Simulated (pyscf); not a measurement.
Single points on ωB97X-D3(BJ)/def2-SVP structures (PySCF, gas phase). Singlets are restricted, triplets unrestricted.

Singlet (Å):
```xyz
6

Cl     0.9678     0.2458     1.8311
Ge    -1.2209     0.4624     1.8658
Ge    -1.2772    -0.1520    -0.5291
Cl    -3.3545    -0.1311    -1.1958
H     -0.7468    -1.5710    -0.7914
H     -0.5216     0.8492    -1.4181
```

Triplet (Å):
```xyz
6

Cl     1.0074     0.3341     2.2544
Ge    -1.0937     0.4126     1.6925
Ge    -1.2780    -0.1814    -0.6675
Cl    -3.3921    -0.1079    -1.0677
H     -0.7853    -1.6116    -0.9187
H     -0.5816     0.8525    -1.5605
```

**Question.** For these two minima of `[Cl][Ge][GeH2][Cl]`, which spin state lies lower at ωB97X-D3(BJ)/def2-TZVP, and by how much (electronic energies)?

**Answer.** The singlet, by 32.6 kcal/mol. Zero-point energy shifts E(triplet) − E(singlet) by +0.1 kcal/mol. The 7 functionals that were run give +25.2 (M06-2X) to +32.6 kcal/mol (ωB97X-D3(BJ)). Other isomers of Cl–Ge:–GeH₂–Cl [singlet] were not searched in full and may lie lower. 

E(triplet) − E(singlet) by level (kcal/mol):

```csv
level,gap
ωB97X-D3(BJ)/def2-TZVP,+32.6
PBE/def2-TZVP,+29.7
r²SCAN/def2-TZVP,+25.8
B3LYP-D3(BJ)/def2-TZVP,+31.9
PBE0-D3(BJ)/def2-TZVP,+28.1
M06-2X/def2-TZVP,+25.2
ωB97M-D3(BJ)/def2-TZVP,+32.3
HF/def2-TZVP,+15.9
```

The triplet is the lowest one reached from the SCF start used. Elements up to Kr have no core potential and no relativistic terms here.
